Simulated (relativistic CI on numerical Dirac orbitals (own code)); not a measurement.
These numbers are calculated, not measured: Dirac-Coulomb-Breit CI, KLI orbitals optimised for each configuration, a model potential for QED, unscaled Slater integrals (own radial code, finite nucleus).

Configuration list (outside the closed core [Ne]): 3s2 3p2, 3s2 3p 3d, 3s 3p3, 3s2 3d2, 3p4, 3s 3p2 3d, 3p2 3d2, 3s 3p 3d2, 3p3 3d, 3s2 3d 4s, 3s2 3d 4p, 3s 3p 3d 4s, 3p3 4s, 3s2 3p 4s, 3s 3p 3d 4p, 3p3 4p, 3s2 3p 4p, 3p2 3d 4s, 3s2 3p 4d, 3p2 3d 4p, 3s2 3p 4f, 3s 3p2 4s, 3s 3p2 4p, 3s 3p2 4d, 3s 3p2 4f, 3s2 4s2, 3s2 3p 5s, 3s2 3p 5p, 3s2 4s 4p, 3s2 3p 5d, 3s2 3p 5f, 3s2 3p 5g, 3s2 4p2, 3s 3p 4s2, 3s 3p2 5s, 3s 3p 4s 4p. Levels of other configurations are missing.

At this charge energies of transitions that change n are usually good to better than 1 %, and those within a shell (Δn = 0) to a few per cent.

Outline of the computed level scheme of Os LXIII. Lowest level of each configuration: 3s2 3p2 3P_0 at 0.00 eV; 3s 3p3 3P°_2 at 572.90 eV; 3s2 3p 3d 3F°_2 at 624.48 eV; 3s 3p2 3d 3D_1 at 805.92 eV; 3p4 3P_2 at 1193.11 eV.

Some strong electric-dipole decays among the lowest 45 levels: 3s2 3p 3d 3D°_1 → 3s2 3p2 3P_0 (5.9e+12 s⁻¹); 3s 3p2 3d 3D_1 → 3s 3p3 3D°_1 (5.2e+12 s⁻¹); 3s2 3p 3d 3P°_1 → 3s2 3p2 3P_1 (4.5e+12 s⁻¹); 3s2 3p 3d 3D°_2 → 3s2 3p2 1D_2 (4.4e+12 s⁻¹); 3s2 3p 3d 3P°_0 → 3s2 3p2 3P_1 (4.1e+12 s⁻¹); 3s 3p2 3d 3D_2 → 3s 3p3 3P°_2 (4.0e+12 s⁻¹); 3s 3p2 3d 3D_1 → 3s2 3p 3d 3F°_2 (3.3e+12 s⁻¹); 3s 3p2 3d 3P_0 → 3s 3p3 3D°_1 (3.3e+12 s⁻¹).

LS names give the leading component of a level, which can be under half, so a name can repeat, a term be missing and a line seem to break the LS rules.
